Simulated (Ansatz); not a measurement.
Consider the atomization: `N[SiH](Cl)O[SiH3]` → Cl• + 6 H• + N• + O• + 2 Si•.

Computed with Ansatz on PBE0-D4/def2-TZVP structures; ΔE is electronic, products minus reactants. CCSD(T)/CBS is the MP2 limit (def2-TZVPP, def2-QZVPP) plus CCSD(T) − MP2 in def2-TZVPP, frozen cores. This one scheme is used for every species, atoms too. No spin–orbit coupling; open shells (•) take unrestricted orbitals. Spin–orbit coupling would lower the free atoms: a little for Cl, O, Si. One conformer a species, not always the lowest.

(1) What is ΔE at CCSD(T)/CBS? (Best estimate.)

(2) What do these levels give: HF/def2-SVP, MP2/def2-TZVPP, MP2/def2-QZVPP, HF/cc-pV(T+d)Z, CCSD/cc-pV(T+d)Z, HF/cc-pV(Q+d)Z? (An estimate is asked.)

Largest T1 diagnostic among the species: 0.012.

Answers

(1) Ansatz gave: +3852.3 kJ/mol.

(2) Ansatz gave: HF/def2-SVP 2736.7, MP2/def2-TZVPP 3784.1, MP2/def2-QZVPP 3860.1, HF/cc-pV(T+d)Z 2802.7, CCSD/cc-pV(T+d)Z 3670.3, HF/cc-pV(Q+d)Z 2818.5 kJ/mol.

From r2SCAN to r2SCAN0 (25 % exact exchange), in def2-TZVPP and without D4, ΔE moves by −54.4 kJ/mol: exact exchange takes away binding that semilocal exchange gives to molecules. Leaving LDA and LC-ωPBE aside and taking each functional with its dispersion term where it has one, the values, not all of them listed here, spread over 114.7 kJ/mol, from BHLYP-D4 to ωB97X-V. LDA lies +501.7 kJ/mol from PBE without D4, its usual overbinding.

For atomizations the MP2-based limit and the directly extrapolated one differ by several kJ/mol either way, and by 10 to 25 for some Ge, Se and Sn compounds, so smaller differences from it don't rank the levels.
